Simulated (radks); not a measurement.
Values are calculated unless marked as measured or tabulated.
Species: Cl IV. Configuration: [Ne] 3s2 3p(up 1.75, down 0.25) (fractional occupations, a model configuration).

Level of theory: scalar-relativistic Kohn-Sham, PBEsol, spin-polarised, spherical densities, point nucleus (a radial shooting solver on a logarithmic mesh with Libxc functionals).

Energy parts (eV):
part                      energy
total                 -12460.752
kinetic                12517.454
electron-nucleus      -29137.732
Hartree                 4870.884
exchange-correlation    -711.359

Orbitals (lengths in bohr, moments of r in powers of bohr; <r^-3> diverges for s and p1/2; r(max) is where P^2 peaks; r(90%) holds 90 % of the orbital's charge):
| orbital | occ. | eigenvalue (eV) | r(max) | r(90%) | <r^-3> | <r> |
|---|---|---|---|---|---|---|
| 1s up | 1 | -2793.379 | 0.05953 | 0.163 | - | 0.09106 |
| 1s down | 1 | -2793.029 | 0.05953 | 0.163 | - | 0.09105 |
| 2s up | 1 | -297.1266 | 0.3618 | 0.694 | - | 0.4439 |
| 2s down | 1 | -296.7840 | 0.3619 | 0.694 | - | 0.4437 |
| 2p up | 3 | -236.5951 | 0.3011 | 0.674 | 102.9 | 0.4059 |
| 2p down | 3 | -236.1258 | 0.3013 | 0.673 | 102.8 | 0.4057 |
| 3s up | 1 | -59.7837 | 1.228 | 2.06 | - | 1.394 |
| 3s down | 1 | -57.4215 | 1.226 | 2.08 | - | 1.399 |
| 3p up | 1.75 | -46.0192 | 1.308 | 2.28 | 11.27 | 1.510 |
| 3p down | 0.25 | -43.7433 | 1.309 | 2.31 | 11.16 | 1.524 |

The highest occupied level is 3p down at -43.743 eV. The density falls to 0.001 e/bohr^3 at r = 3.04 bohr. Spin moment in Bohr magnetons: 1.5.
